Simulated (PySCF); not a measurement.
Dipole moment and polarisability of `CO[Si@@H]1CC[C@@H]1F`

C4H9FOSi.
Geometry (PBE0-D3(BJ)/def2-SVP, Å), atoms numbered from 1 in this order:
```
atom  x, y, z in Å
C1     2.4205    0.7038   -0.2599
O2     1.1832    0.5708   -0.9138
Si3    0.1224   -0.6762   -0.6279
C4    -1.6553   -0.0993   -0.8455
C5    -1.6367    0.2921    0.6564
C6    -0.5321   -0.6531    1.1683
F7     0.2116   -0.1569    2.2150
H8     2.8405    1.6919   -0.5007
H9     3.1448   -0.0620   -0.5945
H10    2.3116    0.6295    0.8355
H11    0.6299   -1.9449   -1.2416
H12   -2.3412   -0.9372   -1.0482
H13   -1.8825    0.7156   -1.5458
H14   -2.6025    0.2206    1.1831
H15   -1.2684    1.3244    0.7692
H16   -0.9639   -1.6231    1.4782
```

Level: B3LYP/def2-SVPD (PySCF), static field, nuclei fixed, core orbitals frozen in the response. The polarisability tensor in these axes (au):

```
x   86.22 -0.09 -2.53
y   -0.09 70.80  2.97
z   -2.53  2.97 73.78
```

Question: Diagonalise the tensor; give its mean and Δα, where Δα² is half the sum of the squared differences of the eigenvalues.

Answer: Principal values 68.87, 75.18 and 86.75 au; mean 76.93 au = 11.40 Å³ = 12.68 × 10⁻⁴⁰ C²·m²/J; Δα = 15.70 au (20 % of the mean).

Question: What is the dipole moment, and where does it point?

Answer: (-0.50, -0.72, -0.76) D, 1.16 D in size, pointing from the negative to the positive side. Measured along this direction, the outermost atoms are H8 and H10 at the negative end and H12 at the positive end.

Question: In TDDFT the mean static polarisability is Σ f/ω² over all singlet excitations (ω in hartree). How much of it do the 10 lowest give? Their energies (eV) and oscillator strengths: 6.29, 0.0031; 6.71, 0.0139; 6.97, 0.0298; 7.02, 0.0216; 7.34, 0.0331; 7.38, 0.0024; 7.57, 0.0138; 7.62, 0.0321; 7.64, 0.0025; 7.87, 0.0260.

Answer: They add up to 2.48 au, 3.2 % of the 76.93 au; the largest single term is 0.45 au, from the state at 6.97 eV. Terms in order: 0.06, 0.23, 0.45, 0.32, 0.45, 0.03, 0.18, 0.41, 0.03, 0.31 au. Higher excitations give the rest. The strengths listed sum to 0.178.

Question: Rayleigh depolarisation ratio (linearly polarised light, static tensor)?

Answer: ρ = 3Δα²/(45ᾱ² + 4Δα²) = 739.5/(266349 + 986.0) = 0.00277.

Question: Molar refractivity from α?

Answer: Lorentz–Lorenz: R = (4π/3)N_A α = 2.5225 cm³/(mol·Å³) × 11.40 Å³ = 28.8 cm³/mol, in the limit of long wavelengths.

Geometry: PBE0-D3(BJ)/def2-SVP, one conformer, isolated molecule.

The run behind these numbers computed excited states and ΔSCF ions as well. Hardware: an Intel Xeon at 2.50 GHz with one thread, on a shared host. Cost: 7.5 min, 0.89 GiB resident at most.
